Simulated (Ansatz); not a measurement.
Pulling on the Ga1–H2 bond in GaH4N (SMILES [NH2][GaH2]) (multiplicity 1 held, fragments rigid). Energies count from the point at 1.562 Å.
Geometry at that point (charge 0, multiplicity 1):
```
atom    x (Å)    y (Å)    z (Å)
----  -------  -------  -------
Ga     0.0071  -0.1752  -0.3421
H     -1.2916  -0.0769  -1.2036
H      1.3319  -0.9094  -0.7224
N     -0.0268   0.6560   1.2808
H     -0.8205   1.1614   1.6389
H      0.7460   0.6643   1.9262
```

Signs of static correlation in cc-pVTZ, with CASSCF(2,2), from Ansatz (a first-principles code) runs.

```json
[
 {"R (Å)": "1.249", "T1 of restricted CCSD": "0.013", "⟨S²⟩ of UHF": "0.000", "largest double amplitude of restricted CCSD": "0.037", "weight of the CASSCF reference in MRCISD": "0.912", "CASSCF natural occupations": "1.99 0.01"},
 {"R (Å)": "1.405", "T1 of restricted CCSD": "0.013", "⟨S²⟩ of UHF": "0.000", "largest double amplitude of restricted CCSD": "0.037", "weight of the CASSCF reference in MRCISD": "0.912", "CASSCF natural occupations": "1.98 0.02"},
 {"R (Å)": "1.562", "T1 of restricted CCSD": "0.013", "⟨S²⟩ of UHF": "0.000", "largest double amplitude of restricted CCSD": "0.037", "weight of the CASSCF reference in MRCISD": "0.912", "CASSCF natural occupations": "1.98 0.02"},
 {"R (Å)": "1.718", "T1 of restricted CCSD": "0.013", "⟨S²⟩ of UHF": "0.000", "largest double amplitude of restricted CCSD": "0.039", "weight of the CASSCF reference in MRCISD": "0.912", "CASSCF natural occupations": "1.97 0.03"},
 {"R (Å)": "1.874", "T1 of restricted CCSD": "0.013", "⟨S²⟩ of UHF": "0.000", "largest double amplitude of restricted CCSD": "0.061", "weight of the CASSCF reference in MRCISD": "0.911", "CASSCF natural occupations": "1.96 0.04"},
 {"R (Å)": "2.108", "T1 of restricted CCSD": "0.015", "⟨S²⟩ of UHF": "0.000", "largest double amplitude of restricted CCSD": "0.103", "weight of the CASSCF reference in MRCISD": "0.912", "CASSCF natural occupations": "1.93 0.07"},
 {"R (Å)": "2.342", "T1 of restricted CCSD": "0.017", "⟨S²⟩ of UHF": "0.185", "largest double amplitude of restricted CCSD": "0.159", "weight of the CASSCF reference in MRCISD": "0.912", "CASSCF natural occupations": "1.89 0.11"},
 {"R (Å)": "2.733", "T1 of restricted CCSD": "[?]", "⟨S²⟩ of UHF": "0.685", "largest double amplitude of restricted CCSD": "0.257", "weight of the CASSCF reference in MRCISD": "0.912", "CASSCF natural occupations": "1.78 0.22"},
 {"R (Å)": "3.123", "T1 of restricted CCSD": "[?]", "⟨S²⟩ of UHF": "0.880", "largest double amplitude of restricted CCSD": "0.380", "weight of the CASSCF reference in MRCISD": "0.913", "CASSCF natural occupations": "1.63 0.37"},
 {"R (Å)": "3.592", "T1 of restricted CCSD": "0.065", "⟨S²⟩ of UHF": "0.966", "largest double amplitude of restricted CCSD": "0.556", "weight of the CASSCF reference in MRCISD": "0.913", "CASSCF natural occupations": "1.42 0.58"},
 {"R (Å)": "4.216", "T1 of restricted CCSD": "0.093", "⟨S²⟩ of UHF": "0.997", "largest double amplitude of restricted CCSD": "0.778", "weight of the CASSCF reference in MRCISD": "0.914", "CASSCF natural occupations": "1.21 0.79"},
 {"R (Å)": "4.997", "T1 of restricted CCSD": "0.109", "⟨S²⟩ of UHF": "1.005", "largest double amplitude of restricted CCSD": "0.949", "weight of the CASSCF reference in MRCISD": "0.914", "CASSCF natural occupations": "1.08 0.92"}
]
```

Task: What belongs in the gaps?

Result: 
- 2.733, T1 of restricted CCSD: 0.026
- 3.123, T1 of restricted CCSD: 0.041

Doubts at one or more of the structures used: a restricted determinant that unrestricted orbitals would lower (R-CCSD(T)/cc-pVTZ); other coupled-cluster roots lie near (R-CCSD(T)/cc-pVTZ); T1 above 0.05 (R-CCSD(T)/cc-pVTZ, U-CCSD(T)/cc-pVTZ); a spin-contaminated determinant (U-CCSD(T)/cc-pVTZ).
